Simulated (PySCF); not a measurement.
Species: C₆H₁₁O (doublet state).
Z-matrix (Å and degrees, GFN2-xTB geometry), rows numbered from 1:
```
C 
C   1  1.3689
C   2  1.3778  1  124.27
C   3  1.4946  2  124.66  1  -177.90
O   4  1.4081  3  113.56  2     4.77
C   4  1.5459  3  109.89  2   130.14
C   6  1.5230  4  111.64  3   174.71
H   1  1.0758  2  120.99  3     1.00
H   1  1.0740  2  121.59  3  -179.15
H   2  1.0833  1  118.16  3   179.03
H   3  1.0797  2  119.54  1     1.69
H   4  1.1008  3  109.38  2  -111.41
H   5  0.9645  4  108.16  3    61.90
H   6  1.0940  4  108.30  3   -64.18
H   6  1.0905  4  108.86  3    52.99
H   7  1.0874  6  110.44  4   -66.34
H   7  1.0872  6  110.14  4    53.20
H   7  1.0873  6  110.51  4   173.42
```

The hyperfine couplings belong to this conformer and change with its torsions.

Identity: `C=C[CH][C@@H](O)CC` [radical].

Method used: UKS B3LYP, pcH-1 on C H O, non-relativistic, mean-field spin-orbit, GIAO (PySCF). Geometry: GFN2-xTB, one conformer, isolated molecule. A GFN2-xTB geometry isn't a minimum of the functional, and hyperfine couplings can be far from their values at a DFT geometry. The SCF solution wasn't tested for stability. ⟨S²⟩ is 0.775 where a pure state has 0.75.

The largest Mulliken spin populations are on C1 (+0.68), C3 (+0.65) and C2 (-0.26). The angles at C1 add up to 360.0°, so it is planar; its axial dipolar tensor and the negative couplings of its protons fit spin in a p orbital normal to that plane.

(1) Test a(H) = Q·ρ(C) for the protons on planar carbons with a spin population beyond ±0.08.

(2) Leave H8 and its like out of the fit. How well does the relation then predict its coupling?

Answers

(1) 
| H | C | ρ(C) | a(H) (G) | a/ρ (G) |
| --- | --- | --- | --- | --- |
| H8 | C1 | +0.680 | -14.22 | -20.9 |
| H9 | C1 | +0.680 | -14.99 | -22.1 |
| H10 | C2 | -0.259 | +4.26 | -16.5 |
| H11 | C3 | +0.649 | -13.88 | -21.4 |

A least-squares line through the origin gives Q = -21.2 G with Mulliken populations. In every row coupling and population have opposite signs. Where ρ is negative the coupling is positive.

(2) The other protons give Q = -20.7 G, so a = -20.7 × 0.680 = -14.08 G, against the computed -14.22 G.

Couplings in gauss use g_iso = 2.0026.
